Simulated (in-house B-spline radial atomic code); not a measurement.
The numbers below are computed, except where a source is named.
Building a PAW d channel for Cu, r_c = 1.25 bohr

Cu, [Ar] 3d10 4s1, non-relativistic LDA (VWN5), spherical and spin-unpolarised, from an all-electron radial atomic-structure program (B-spline basis) (atomic units; all potentials screened as in the neutral atom).

Two all-electron partial waves φ1, φ2 are integrated outwards at E1 = ε(3d) = -0.202272 and E2 = E1 + 1.5 hartree; φ1 is the bound orbital and φ2 has unit norm inside r_c = 1.2538 bohr. Smooth partners are polynomials, r^3(a0 + a1 r² + a2 r⁴ + a3 r⁶), matched to φ and three derivatives at r_c, with no condition on the norm. The local potential is -15.1664 + (23.7418) r² + (-15.4842) r⁴ + (3.72268) r⁶ inside 1.0265 bohr and the all-electron one outside.

| wave | φ(r_c) | φ'(r_c) | a0 | a1 | a2 | a3 |
| --- | --- | --- | --- | --- | --- | --- |
| 1 | 0.6516572 | -0.5336245 | 3.144727 | -3.916339 | 1.835678 | -0.3073394 |
| 2 | 0.433266 | 3.047704 | -3.69517 | 5.774395 | -2.852516 | 0.4856982 |

Inside r_c the overlaps are <φi φj> = [[0.73176, -0.73909], [-0.73909, 1.00000]] and, for the smooth waves, [[0.31846, -0.13269], [-0.13269, 0.12443]]. With χj = (Ej − T − V_local) applied to smooth wave j, the program's quadrature gives the matrix B_ij = <smooth i, χj> as [[-0.63360, 1.21997], [0.31038, -0.66545]].

(1) Check the match of the first wave, and find the augmentation charges q_ij.

(2) B isn't symmetric. Show that D_ij = B_ij + Ej q_ij is.

Solving (T + V_local + Σ p D p) ψ = E (1 + Σ p q p) ψ in a sphere of 9 bohr gives these levels:

```csv
all-electron,one projector,two projectors
-0.202266,-0.202265,-0.202265
0.125855,0.126523,0.125857
0.391081,0.395680,0.391088
0.792594,0.808729,0.792602
1.325100,1.365090,1.325100
```

(3) What does the second projector gain?

Answers

(1) At r_c the four terms are 6.19823, -12.13449, 8.94117, -2.35327, which sum to 0.6516, φ1(r_c) to rounding. q_ij is the all-electron overlap less the smooth one: [[0.41329, -0.60640], [-0.60640, 0.87557]]. The smooth first wave has a norm of 0.3185 inside r_c against 0.7318, and q11 > 0 puts back the missing charge.

(2) Integrating by parts gives B12 − B21 = (E1 − E2) q12: 1.21997 − (0.31038) = 0.90959, and −1.5 × (-0.60640) = 0.90959. So D12 = 1.21997 + (1.297728)(-0.60640) = 0.43303 and D21 = 0.31038 + (-0.202272)(-0.60640) = 0.43303; D11 = -0.71720, D22 = 0.47080. The projectors, p = (B⁻¹)ᵀ χ, are dual to the smooth waves; det B = 0.043.

(3) With one projector the errors are 0.00, +0.67, +4.60, +16.14, +39.99 millihartree. With two the errors are 0.00, 0.00, +0.01, +0.01, 0.00 millihartree. The scattering is exact at E1 and at E2 = 1.298, and over all levels compared the largest error is under 0.01 millihartree. The lowest eigenvalue of the overlap operator is 1 with one and 0.9319 with two projectors. The smooth orbital alone needs a cutoff of 41.2 hartree for 1 millihartree of kinetic energy, against 74.4 for a norm-conserving Troullier-Martins orbital of the same radius; part of the gain comes from giving up the norm, part from the simpler form.
